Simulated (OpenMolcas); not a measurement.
**O: input and output**

Input:

```
&GATEWAY
Coord
1

O 0.0 0.0 0.0
Basis=ANO-RCC-VTZP
Group=XYZ
NoMove
AngMom=0.0 0.0 0.0
AMFI
&SEWARD
&RASSCF
FileOrb=start.orb
Symmetry=1
Spin=3
nActEl=6 0 0
Inactive=1 0
Ras2=1 3
CIRoot=3 3 1
SDav=3
CIMx=300
Iter=120 100
PrWF=0.3
OrbListing=Nothing
MaxOrb=0
Atom
>>> COPY $Project.JobIph JOB001
&RASSCF
FileOrb=start.orb
Symmetry=1
Spin=1
nActEl=6 0 0
Inactive=1 0
Ras2=1 3
CIRoot=6 6 1
SDav=7
CIMx=300
Iter=120 100
PrWF=0.3
OrbListing=Nothing
MaxOrb=0
Atom
>>> COPY $Project.JobIph JOB002
&RASSI
NrOfJobIphs=2 3 6
1 2 3
1 2 3 4 5 6
IphNames
JOB001
JOB002
EJob
SpinOrbit
DIPRint=1.0
SOCoupling=1000.0
Subsets=2
MEES
Property=10
'ANGMOM' 1 'ANGMOM' 2 'ANGMOM' 3 'MLTPL  1' 1 'MLTPL  1' 2 'MLTPL  1' 3
'AMFI' 1 'AMFI' 2 'AMFI' 3 'MLTPL  2' 6
SOProperty=3
'ANGMOM' 1 'ANGMOM' 2 'ANGMOM' 3
```

A driver script runs the steps one by one and writes start.orb anew before each from the orbitals found so far.

Output, cut to the results:

```
--- SEWARD ---
Basis set label: O.ANO-RCC...4S3P2D1F.

      Electronic valence basis set:
      ------------------
      Associated Effective Charge   8.000000 au
      Associated Actual Charge      8.000000 au
      Nuclear Model: Point charge

      Shell  nPrim  nBasis  Cartesian Spherical Contaminant
         s      14       4        X
         p       9       3        X
         d       4       2                 X
         f       3       1                 X
                  Relativistic Douglas-Kroll-Hess integrals:
                    - DKH order of Hamiltonian: 2
                    - DKH order of Properties : 0
                  Atomic mean-field integrals
--- RASSCF ---
Wave function specifications:
      -----------------------------

      Number of closed shell electrons           2
      Number of electrons in active shells       6
      Max number of holes in RAS1 space          0
      Max nr of electrons in RAS3 space          0
      Number of inactive orbitals                1
      Number of active orbitals                  4
      Number of secondary orbitals              25
      Spin quantum number                      1.0
      State symmetry                             1
Orbital specifications:
      -----------------------

      Symmetry species                           1   2
                                                ag  au
      Frozen orbitals                            0   0
      Inactive orbitals                          1   0
      Active orbitals                            1   3
      RAS1 orbitals                              0   0
      RAS2 orbitals                              1   3
      RAS3 orbitals                              0   0
      Secondary orbitals                        12  13
      Deleted orbitals                           0   0
      Number of basis functions                 14  16
      Number of CSFs                             3
      Number of root(s) required                 3
      Iter CI   SX   CI       RASSCF       Energy    max ROT     max BLB   max BLB  Level Ln srch  Step   QN
          iter iter root      energy       change     param      element    value   shift minimum  type update
 Nr of preliminary CI iterations:   1
 ###############################################################################
 ###############################################################################
 ###                                                                         ###
 ###                                                                         ###
 ###    WARNING: Problems in orbital optimization.                           ###
 ###                                                                         ###
 ###                                                                         ###
 ###############################################################################
 ###############################################################################
  Warning: In symmetry  1, orbital p=   2 has diagonal density matrix element D(p,p) close to two. (2 - D(p,p))= -4.440892E-16
        1   1    3    0   -74.86128702    0.00E+00  -2.28E-07    2   3 1  1.20E-06   0.50   0.00    SX    NO
        ...
 ###############################################################################
 ###############################################################################
  Warning: In symmetry  1, orbital p=   2 has diagonal density matrix element D(p,p) close to two. (2 - D(p,p))=  2.220446E-16
        4   1    1    0   -74.86128702   -1.42E-14   0.00E+00    2   3 1  1.02E-07   0.50   0.00    SX    NO
      Convergence after  4 iterations
        5   1    1    0   -74.86128702   -2.84E-14   0.00E+00    2   3 1  1.02E-07   0.50   0.00    SX    NO
      Natural orbitals and occupation numbers for root  1
      sym 1:   2.000000
      sym 2:   1.000000   2.000000   1.000000
      Natural orbitals and occupation numbers for root  2
      sym 1:   2.000000
      sym 2:   2.000000   1.000000   1.000000
      Natural orbitals and occupation numbers for root  3
      sym 1:   2.000000
      sym 2:   1.000000   1.000000   2.000000
::    RASSCF root number  1 Total energy:    -74.86128702
::    RASSCF root number  2 Total energy:    -74.86128702
::    RASSCF root number  3 Total energy:    -74.86128702
--- RASSCF ---
Wave function specifications:
      -----------------------------

      Number of closed shell electrons           2
...
--- RASSI ---
SPIN-FREE ENERGIES:
  (Shifted by EMIN (a.u.) =        -74.8612870239)

 SF State       Relative EMIN(au)   Rel lowest level(eV)    D:o, cm**(-1)      L_eff

     1             0.0000000000        0.0000000000              0.0000         1.0
     2             0.0000000000        0.0000000000              0.0000         1.0
     3             0.0000000000        0.0000000000              0.0000         1.0
     4             0.0802992465        2.1850538110          17623.6475         2.0
     5             0.0802992465        2.1850538110          17623.6475         2.0
     6             0.0802992465        2.1850538110          17623.6475         2.0
     7             0.0802992465        2.1850538110          17623.6475         2.0
     8             0.0802992465        2.1850538110          17623.6475         2.0
     9             0.1454002343        3.9565419351          31911.6628         0.0
     Dipole printing threshold changed to   1.00000000E+00
Eigenvalues of complex Hamiltonian:
   -----------------------------------
  (Shifted by EMIN (a.u.) =        -74.8612870239)

 SO State       Relative EMIN(au)   Rel lowest level(eV)    D:o, cm**(-1)     J-value

     1            -0.0003414291        0.0000000000              0.0000         2.0
     2            -0.0003414291        0.0000000000              0.0000         1.6
     3            -0.0003414291        0.0000000000              0.0000         1.4
     4            -0.0003414291        0.0000000000              0.0000         1.7
     5            -0.0003414291        0.0000000000              0.0000         1.0
     6             0.0003386294        0.0185053362            149.2556         0.6
     7             0.0003386294        0.0185053362            149.2556         0.6
     8             0.0003386294        0.0185053362            149.2556         1.0
     9             0.0006712566        0.0275565823            222.2588         0.0
...
```

The J values that RASSI prints are effective ones from its own formula and need not be integers or half-integers; the table below assigns J from the states.

Levels above the lowest, from the spin-orbit matrix, grouped by J:

| Configuration | Term | J | E (cm-1) | Measured (cm-1) | Term weight % |
| --- | --- | --- | --- | --- | --- |
| 2s2 2p4 | 3P | 2 | 0.0 | 0.0 | 100 |
| 2s2 2p4 | 3P | 1 | 149 | 158 | 100 |
| 2s2 2p4 | 3P | 0 | 222 | 227 | 100 |
| 2s2 2p4 | 1D | 2 | 17699 | 15868 | 100 |
| 2s2 2p4 | 1S | 0 | 31988 | 33793 | 100 |

Against the 4 measured excited levels shown (NIST Handbook of Basic Atomic Spectroscopic Data) the mean absolute deviation is 910 cm-1; the largest miss in energy is 2s2 2p4 1D2: computed 17699, measured 15868 cm-1 (+11.5 %).

Without dynamic correlation excited terms often stand tens of per cent too high (terms of higher spin than the ground term too low), and those without a measured partner can miss by more than the paired ones. Computed and measured levels are paired by configuration, term and J; levels that our copy of the source lacks, or whose pairing is in doubt (as where it misses far off the trend of its configuration), stay unpaired and out of the deviations. Levels of configurations outside the active space are missing. The first state left out of the spin-orbit step lies near 140000 cm-1 above the lowest spin-free state of the reference (among the parities and spins computed), and the list stops at four fifths of that energy or lower.

The term weight is that of the spin-free term in the level, not the purity of its configuration.
